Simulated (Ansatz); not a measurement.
```xyz
13

C    -0.3742   -0.3692   -1.7845
O    -0.5586   -1.0404   -0.5557
Si   -1.3592   -0.4792    0.7499
S    -0.0241    0.0276    2.3552
Si    1.6296    0.6638    1.2048
F     1.1974    1.8083    0.1700
H    -0.7848   -0.9823   -2.5898
H    -0.8681    0.6076   -1.7944
H     0.6932   -0.2200   -1.9618
H    -2.1428    0.7199    0.3583
H    -2.2309   -1.5412    1.2988
H     2.6113    1.2319    2.1543
H     2.2110   -0.4269    0.3948
```

Total charge 0; spin multiplicity 1.

**Question.** List the r2SCAN/def2-TZVPP orbital energies in eV (Ansatz). (Best estimate.)

**Answer.** Ansatz gave: Occupied: -2408.99, -1792.52, -1792.19, -666.29, -516.23, -274.65, -213.48, -157.52, -157.47, -157.39, -142.81, -142.50, -97.72, -97.67, -97.62, -97.39, -97.37, -97.32, -31.39, -27.12, -19.09, -18.12, -14.37, -13.73, -12.00, -11.89, -11.83, -11.41, -11.17, -10.95, -9.41, -9.32, -8.64, -8.31, -8.05, -7.37, -6.81. Lowest empty: -0.92, -0.14, 0.18, 0.61, 0.86, 1.31, 1.59, 1.87.
